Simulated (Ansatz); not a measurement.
Geometry optimisation, Ansatz 0.2.0, RKS PBE0/def2-SVP.

Input:

```yaml
crystal:
  periodic: [false, false, false]
  atoms:
    - { symbol: B, position_ang: [-1.267501, 1.686012, 0.47924] }
    - { symbol: C, position_ang: [0.643483, -0.196719, -0.624079] }
    - { symbol: C, position_ang: [0.662181, -1.491083, 0.169239] }
    - { symbol: F, position_ang: [-1.401401, 2.467312, -0.570193] }
    - { symbol: F, position_ang: [-2.166489, 0.74172, 0.661385] }
    - { symbol: H, position_ang: [0.513055, 0.66332, 0.030765] }
    - { symbol: H, position_ang: [-0.398902, 1.851044, 1.249694] }
    - { symbol: H, position_ang: [-0.167938, -0.187126, -1.369115] }
    - { symbol: H, position_ang: [1.587572, -0.031722, -1.168198] }
    - { symbol: H, position_ang: [1.458895, -1.489265, 0.929988] }
    - { symbol: H, position_ang: [0.830416, -2.361981, -0.482266] }
    - { symbol: H, position_ang: [-0.293371, -1.651711, 0.693539] }
basis:
  gaussian: { orbitals: def2-SVP }
hamiltonian:
  xc: pbe0
relax:
  f_tol: 0.03
  max_steps: 50
```

Launched with:

```bash
$ ansatz run input.yaml --threads 2 --pin off --max-ram 3072MiB --backend cpu --events-out ev --progress --plain --runs-dir out
```

**Question.** Where does it end, and by what steps?

**Answer.** The forces met the threshold. The force dipped under the threshold on the way, but the program's further checks kept it going. After 33 steps the energy has fallen by 0.129 eV; H7 moved furthest, 0.81 Å.

```json
{"step": "0", "energy less start (eV)": "0.0000", "largest force component (eV/Å)": "0.625", "accepted": "yes"}
{"step": "2", "energy less start (eV)": "-0.0925", "largest force component (eV/Å)": "0.242", "accepted": "yes"}
{"step": "4", "energy less start (eV)": "-0.1065", "largest force component (eV/Å)": "0.144", "accepted": "yes"}
{"step": "6", "energy less start (eV)": "-0.1147", "largest force component (eV/Å)": "0.052", "accepted": "yes"}
{"step": "8", "energy less start (eV)": "-0.1160", "largest force component (eV/Å)": "0.051", "accepted": "yes"}
{"step": "10", "energy less start (eV)": "-0.1164", "largest force component (eV/Å)": "0.138", "accepted": "yes"}
{"step": "12", "energy less start (eV)": "-0.1171", "largest force component (eV/Å)": "0.161", "accepted": "yes"}
{"step": "14", "energy less start (eV)": "-0.1185", "largest force component (eV/Å)": "0.105", "accepted": "no"}
{"step": "16", "energy less start (eV)": "-0.1198", "largest force component (eV/Å)": "0.062", "accepted": "yes"}
{"step": "18", "energy less start (eV)": "-0.1210", "largest force component (eV/Å)": "0.066", "accepted": "yes"}
{"step": "20", "energy less start (eV)": "-0.1231", "largest force component (eV/Å)": "0.021", "accepted": "yes"}
{"step": "22", "energy less start (eV)": "-0.1235", "largest force component (eV/Å)": "0.070", "accepted": "yes"}
{"step": "24", "energy less start (eV)": "-0.1239", "largest force component (eV/Å)": "0.106", "accepted": "yes"}
{"step": "26", "energy less start (eV)": "-0.1256", "largest force component (eV/Å)": "0.039", "accepted": "yes"}
{"step": "28", "energy less start (eV)": "-0.1269", "largest force component (eV/Å)": "0.022", "accepted": "yes"}
{"step": "30", "energy less start (eV)": "-0.0742", "largest force component (eV/Å)": "0.868", "accepted": "no"}
{"step": "32", "energy less start (eV)": "-0.1270", "largest force component (eV/Å)": "0.193", "accepted": "no"}
{"step": "33", "energy less start (eV)": "-0.1286", "largest force component (eV/Å)": "0.029", "accepted": "yes"}
```

```xyz
12
Properties=species:S:1:pos:R:3
B -1.520 1.767 0.563
C 0.961 -0.214 -0.599
C 0.582 -1.532 0.054
F -1.948 1.965 -0.664
F -1.934 0.688 1.190
H 1.167 0.568 0.151
H -0.783 2.550 1.099
H 0.165 0.158 -1.263
H 1.871 -0.310 -1.213
H 1.378 -1.898 0.720
H 0.395 -2.316 -0.696
H -0.333 -1.427 0.657
```

The run took 85 s on 2 threads of Arm Neoverse V1 (shared host), peak memory 0.22 GiB.
